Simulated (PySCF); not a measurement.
# Computed records: FH$_{3}$NOSi, BFH$_{3}$NSi

Calculation on a computer-drawn molecule: the log of a Hartree-Fock and frozen-core CCSD(T) single point meant for a local Hartree-Fock minimum, with one planted fault or none, to be diagnosed. Offsets are logged minus clean, where the clean run is the same molecule without the fault. The reference is restricted for singlets and unrestricted otherwise, and also for a bond in bohr or an excited solution. Adding or removing an electron swaps singlet and doublet. The excited solution moves the top pair (singlet) or top alpha electron (doublet) to the lowest empty orbital. Highest occupied and lowest empty are orbital energies over both spins, largest force is the largest gradient component, triples share is (T) over the correlation energy, the T1 limit is 0.02 restricted and 0.045 unrestricted, electrons count all cores, a negative frequency is imaginary (commonest isotopes), and the dipole is about the centre of nuclear charge. Program: PySCF 2.14.0.

Common to all runs: meant charge 0; meant basis cc-pV(D+d)Z; logged SCF converged yes; logged CC converged yes; logged SCF stable within its kind yes; possible faults no fault, one electron removed, one electron added, multiplicity raised by two, geometry at a saddle point, SCF held on an excited solution, minimal basis STO-3G, one bond length entered in bohr, all coordinates scaled.

(1) FH$_{3}$NOSi

Logged structure:
```xyz
7
FH3NOSi
N     -0.7147    -0.0232     0.6229
Si     0.2332    -0.3792    -0.7475
O      1.2564    -1.6119    -0.4047
F     -0.6214    -0.9479    -1.9943
H     -1.2000    -0.7713     1.0880
H     -1.2664     0.8141     0.6350
H      1.8249    -1.5174     0.3450
```

* meant multiplicity: 2
* logged electrons: 41
* logged basis functions: 27
* logged spin squared: 0.7549
* logged highest occupied: -6.0362 eV
* logged lowest empty: 6.1549 eV
* logged largest force: 0.037861 hartree/bohr
* logged T1 diagnostic: 0.014451
* logged D1 diagnostic: 0.081103
* logged triples share: 0.030327
* logged dipole magnitude: 2.0164 debye
* logged energy HF: -512.96236 hartree
* logged energy CCSD(T): -513.11264 hartree
* planted fault: minimal basis STO-3G
* HF energy offset from clean run: 4130 kcal/mol
* CCSD(T) energy offset from clean run: 4446 kcal/mol

Drawn bonds:
```
atom  other atom  order
   1           2      1
   2           3      1
   2           4      1
   1           5      1
   1           6      1
   3           7      1
```

(2) BFH$_{3}$NSi

Logged structure:
```xyz
7
BFH3NSi
N     -2.5588     0.9984     1.4244
Si    -2.2340     1.1700     3.0919
B     -0.4383     0.1211     3.1536
F     -0.4156    -1.1355     3.6178
H     -2.0184     0.5181     0.7298
H     -3.3845     1.3991     1.0196
H      0.6420     0.5701     2.8509
```

* meant multiplicity: 1
* logged electrons: 37
* logged basis functions: 80
* logged spin squared: 0.784
* logged highest occupied: -16.885 eV
* logged lowest empty: -6.2926 eV
* logged largest force: 0.051239 hartree/bohr
* logged T1 diagnostic: 0.024702
* logged D1 diagnostic: 0.079885
* logged triples share: 0.028177
* logged dipole magnitude: 4.3639 debye
* logged energy HF: -469.01368 hartree
* logged energy CCSD(T): -469.56102 hartree
* planted fault: one electron removed
* HF energy offset from clean run: 166.5 kcal/mol
* CCSD(T) energy offset from clean run: 181.7 kcal/mol

Drawn bonds:
```
atom  other atom  order
   1           2      1
   2           3      1
   3           4      1
   1           5      1
   1           6      1
   3           7      1
```
